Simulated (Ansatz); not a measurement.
A nudged elastic band was laid between two geometries of F4H4SW (10 atoms, charge 0, multiplicity 1).

These are results of Ansatz 0.2.0, RKS B3LYP-D4/def2-SVP, not measurements.

```yaml
movable_images: 7
climbing_image: yes
spring: 5.0 eV/Å²
optimiser: quadratic models (default)
start_path: through a guess of the saddle point
force_threshold: 0.03 eV/Å
iteration_limit: 60
end_points: relaxation not finished
```

First end point:

```xyz
10
Properties=species:S:1:pos:R:3
W -0.075 0.305 -0.147
H -0.428 1.622 0.847
F 1.457 1.245 -0.758
F -1.040 1.410 -1.312
F -1.405 -0.922 -0.635
H -0.707 -0.128 1.356
F 1.078 -1.201 -0.049
S 1.601 0.696 2.098
H 2.538 1.407 1.421
H 2.280 -0.467 1.935
```

Last end point:

```xyz
10
Properties=species:S:1:pos:R:3
W 0.641 0.168 -0.336
H -1.504 0.453 2.497
F 2.333 -0.565 -0.639
F -0.458 1.678 -0.406
F -0.955 -0.727 0.049
H 0.948 -0.656 1.109
F 0.442 -0.324 -2.136
S 1.908 1.822 0.795
H 3.058 1.125 0.953
H -1.116 0.992 2.869
```

Problem. What changes between the two ends?

Solution. Bonds broken: W1–H2, S8–H10. Bonds formed: H2–H10. F4H4SW becomes F4H2SW + H2.

Problem. Give the energies along the band, and the barrier.

Solution. It did not converge within its limit. The highest image is number 7 of 0 to 8, 85.2 kJ/mol above the first end and 84.5 kJ/mol above the last; the last end lies 0.6 kJ/mol above the first. The band didn't meet its force threshold, so its energies are provisional: the largest band force was still 0.14 eV/Å, and over the last iterations the top stayed at 0.89 eV. Neighbouring images lie up to 2.7 Å apart, so the band is torn or far too coarse. The end points aren't both relaxed to the band's threshold either. The orbitals stay closed-shell, which can raise the energy where a bond breaks towards radicals; this wasn't checked here.

| image | path coordinate (Å) | energy (kJ/mol) | W1–H2 (Å) | S8–H10 (Å) | H2–H10 (Å) |
| --- | --- | --- | --- | --- | --- |
| 0 | 0.00 | 0.0 | 1.69 | 1.36 | 3.59 |
| 1 | 1.55 | 5.3 | 1.68 | 1.35 | 3.37 |
| 2 | 3.10 | 21.5 | 1.68 | 1.35 | 2.77 |
| 3 | 4.65 | 16.7 | 1.69 | 1.35 | 2.73 |
| 4 | 6.20 | 9.1 | 1.69 | 1.35 | 2.56 |
| 5 | 7.75 | 49.7 | 1.69 | 1.35 | 2.65 |
| 6 | 9.30 | 25.5 | 1.70 | 1.35 | 2.57 |
| 7 | 10.85 | 85.2 | 1.85 | 1.65 | 1.00 |
| 8 | 13.60 | 0.6 | 3.56 | 3.76 | 0.76 |

The band took 60 iterations and of the order of 60 core-minutes.

The run took 16 min on 4 threads of Arm Neoverse V2 (shared host), peak memory 0.37 GiB.
